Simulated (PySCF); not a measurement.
A side-by-side comparison of computed properties.

First species: C6H16N2Si.
Numbering: `[CH3:1][N:2]([NH:3][SiH:4]([CH3:5])[CH3:6])[CH:7]1[CH2:8][CH2:9]1` (hydrogens: H10, H11, H12 on C1; H13 on N3; H14 on Si4; H15, H16, H17 on C5; H18, H19, H20 on C6; H21 on C7; H22, H23 on C8; H24, H25 on C9)

Structure used (GFN2-xTB), in Å, numbered top down from 1:
```xyz
25
C6H16N2Si angstrom
C      0.753   -1.728    0.799
N      0.707   -0.452    0.111
N     -0.123   -0.493   -1.029
Si    -1.765    0.039   -0.950
C     -2.979   -1.134   -0.055
C     -1.765    1.707   -0.048
C      2.016    0.013   -0.245
C      2.194    1.487   -0.439
C      2.767    0.817    0.772
H      1.386   -1.630    1.679
H      1.151   -2.535    0.162
H     -0.257   -1.993    1.108
H      0.156   -1.202   -1.705
H     -2.149    0.144   -2.367
H     -4.007   -0.801   -0.171
H     -2.921   -2.146   -0.446
H     -2.776   -1.182    1.012
H     -1.265    2.470   -0.635
H     -1.250    1.633    0.905
H     -2.777    2.051    0.146
H      2.593   -0.655   -0.893
H      1.319    2.102   -0.305
H      2.865    1.827   -1.213
H      2.280    0.992    1.717
H      3.837    0.691    0.839
```

Second species: C6H14SSi2.
InChI=1S/C6H14SSi2/c1-4-6(2,7-8)5-9-3/h1H,5,9H2,2-3,8H3/t6-/m0/s1

Levels: PBE0/pcSseg-1 for dipole moment, HOMO energy, LUMO energy and HOMO–LUMO gap; GFN2-xTB for rotational constant A and rotational constant C. Geometries: GFN2-xTB. Each species is one conformer at its optimised geometry, gas phase, non-relativistic unless stated. Electronic properties by PySCF.

The conformers computed, where there is a choice (atom-mapped SMILES and torsion angles):
- `[CH3:1][N:2]([NH:3][SiH:4]([CH3:5])[CH3:6])[CH:7]1[CH2:8][CH2:9]1`: C1–N2–N3–Si4 96°, N2–N3–Si4–C5 -74°, C1–N2–C7–C8 -156°
- `[CH:1]#[C:2][C@@:3]([CH3:4])([CH2:5][SiH2:6][CH3:7])[S:8][SiH3:9]`: C2–C3–C5–Si6 -62°, C3–C5–Si6–C7 166°, C2–C3–S8–Si9 50°

Values for the first species:

* Dipole moment: 1.25 D
* HOMO energy: -6.56 eV
* LUMO energy: 1.35 eV
* HOMO–LUMO gap: 7.91 eV
* Rotational constant A: 2.247 GHz
* Rotational constant C: 0.703 GHz

(1) Estimate the same properties for the second species, and the change in each.

## Answers

(1) 
```tsv
property	first	second	second less first
dipole moment	1.25 D	1.12 D	-0.13 D
HOMO energy	-6.56 eV	-6.88 eV	-0.32 eV
LUMO energy	1.35 eV	-0.14 eV	-1.49 eV
HOMO–LUMO gap	7.91 eV	6.74 eV	-1.17 eV
rotational constant A	2.247 GHz	2.016 GHz	-0.231 GHz
rotational constant C	0.703 GHz	0.454 GHz	-0.249 GHz
```

On the first: A dipole of 1.25 D is allowed in C1, and pure rotational transitions are dipole-allowed. The dipole equals about 4.2 × 10⁻³⁰ C·m (1 D = 3.33564 × 10⁻³⁰ C·m).

On the second: The dipole equals about 3.7 × 10⁻³⁰ C·m (1 D = 3.33564 × 10⁻³⁰ C·m). GFN2-xTB frequencies show an imaginary mode (35i cm⁻¹), so this geometry is no minimum at that level.
